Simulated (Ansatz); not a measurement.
Relaxation of CH₇FSn (10 atoms, charge 0, multiplicity 1), to a largest force component of 0.03 eV/Å in at most 50 steps.

Level of theory: RHF/def2-SVP (Ansatz).

```xyz
10
Properties=species:S:1:pos:R:3
Sn -0.149 -0.147 0.081
C -0.095 -0.045 2.237
H -0.769 -0.782 2.673
H 0.909 -0.251 2.613
H -0.427 0.935 2.587
H 1.415 -0.362 -0.569
H -0.899 1.243 -0.571
H -1.092 -1.519 -0.349
F 1.626 2.093 1.216
H 1.394 1.714 2.008
```

Q: Where does it end, and by what steps?

A: The forces met the threshold. The force dipped under the threshold on the way, but the program's further checks kept it going. After 48 steps the energy has fallen by 0.127 eV; H10 moved furthest, 1.41 Å.

```tsv
step	energy less start (eV)	largest force component (eV/Å)	accepted
0	0.0000	0.367	yes
2	-0.0546	0.694	yes
4	-0.0638	0.428	yes
6	-0.0654	0.853	no
8	-0.0718	0.019	yes
10	-0.0722	0.240	yes
12	-0.0749	0.380	yes
14	-0.0798	0.136	yes
16	-0.0830	0.588	no
18	-0.0874	0.206	yes
20	-0.0891	0.168	yes
22	-0.0938	0.137	yes
24	-0.0943	0.851	no
26	-0.1021	0.326	yes
28	-0.0905	1.458	no
30	-0.1122	0.081	yes
32	-0.1140	0.062	yes
34	-0.1158	0.481	yes
36	-0.1112	0.892	no
38	-0.1209	0.388	yes
40	-0.1251	0.239	yes
42	-0.1262	0.064	yes
44	-0.1095	0.944	no
46	-0.1273	0.064	yes
48	-0.1274	0.004	yes
```

```xyz
10
Properties=species:S:1:pos:R:3
Sn -0.141 -0.182 0.198
C -0.340 -0.319 2.342
H -1.389 -0.429 2.620
H 0.214 -1.179 2.722
H 0.055 0.589 2.796
H 1.504 0.103 -0.220
H -1.088 1.094 -0.435
H -0.618 -1.650 -0.551
F 1.540 2.610 1.490
H 2.174 2.242 0.963
```

Run time: 110 s on 1 thread of Arm Neoverse V2 (shared host), peak memory 0.17 GiB.
